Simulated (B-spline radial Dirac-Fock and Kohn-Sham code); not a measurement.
K-line shifts caused by a second vacancy in Dy²⁺

System: dysprosium as Dy²⁺, 1s2 2s2 2p6 3s2 3p6 3d10 4s2 4p6 4d10 4f10 5s2 5p6, inside a Watson sphere of charge -2 and radius 1.8 Å (a model of the Madelung potential; inside it an electron's potential energy is raised by 16.0 eV).

The computed values come from an atomic code on a B-spline grid: Dirac-Fock (average of configuration) total-energy differences with a finite nucleus, the Breit interaction including its frequency dependence, and self-energy and vacuum-polarisation corrections. Each two-hole energy is an average over J within one jj subconfiguration, not an observable level; in light atoms, where LS coupling holds, the j-resolved values are not observed lines, and for a K spectator the Kα1 hypersatellite is nearly forbidden. Electron correlation is not included.

Lines without a spectator: Kα2 (K-L2) 45204.8 eV, Kα1 (K-L3) 45995.8 eV, Kβ3 (K-M2) 51940.6 eV, Kβ1 (K-M3) 52107.5 eV. Shifts in eV with one spectator hole (a dash: not computed, or left out as unreliable):

| spectator hole | Kα2 | Kα1 | Kβ3 | Kβ1 |
| --- | --- | --- | --- | --- |
| K (1s) | +831.0 | +879.8 | +1071.5 | +1082.6 |
| L2 (2p1/2) | +101.4 | +133.2 | – | +263.7 |
| L3 (2p3/2) | +84.5 | +89.5 | +211.5 | – |
| M2 (3p1/2) | – | +19.76 | +40.4 | +47.9 |
| M3 (3p3/2) | +12.14 | – | +36.8 | +36.8 |
| M4 (3d3/2) | +3.97 | +0.61 | – | – |
| M5 (3d5/2) | -0.75 | +2.56 | – | – |
